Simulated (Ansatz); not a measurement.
Ideal-gas functions of `OC[AsH2]` at 800 K and 1 bar, from an Ansatz frequency run at PBE0-D4/def2-TZVP.

Molar mass 107.97 g/mol, point group C1 (symmetry number 1), electronic degeneracy 1, moments of inertia 18.156, 139.2, 148.442 u Å². Harmonic wavenumbers (cm⁻¹, unscaled): 126, 249, 332, 557, 646, 762, 899, 983, 1087, 1166, 1285, 1388, 1482, 2180, 2197, 3053, 3130, 3862.

Use S(trans) = R[1.5 ln M + 2.5 ln T − 1.1517]; rotational temperatures θ = 24.2544 K / I; S(rot) = R[ln(√π/σ · √(T³/θAθBθC)) + 1.5]; for each mode x = 1.438777 ν̃/T, S = R[x/(eˣ − 1) − ln(1 − e⁻ˣ)] and H = RT x/(eˣ − 1); 1 cm⁻¹ = 0.0119627 kJ/mol; R = 8.31446 J/(mol·K).

Problem. By hand: the entropy, in J/(mol·K).

Solution. Translation 187.8. Rotation: θ = 1.3359, 0.1742, 0.1634 K, giving 114.2. Vibration, mode by mode: 20.68, 15.06, 12.72, 8.64, 7.52, 6.32, 5.17, 4.58, 3.95, 3.53, 2.98, 2.58, 2.26, 0.83, 0.81, 0.22, 0.20, 0.06, in all 98.1. Electronic 0.0. Sum 400.1 J/(mol·K).

Problem. By hand: H − E and G − E in kJ/mol, counted from the electronic energy.

Solution. Zero-point energy ½ × 25384 × 0.0119627 = 151.8; thermal vibration 41.6; translation, rotation and pV give 4 RT = 26.6. H − E = 220.0 kJ/mol, and G − E = 220.0 − 800 × 400.1/1000 = -100.1 kJ/mol.

Vibration gives 25 % of the entropy, 20.7 J/(mol·K) of it from the mode under 150 cm⁻¹: soft modes count most, and the harmonic formula is weakest for them. The sum counts one conformer and one mirror image; others add a mixing term.
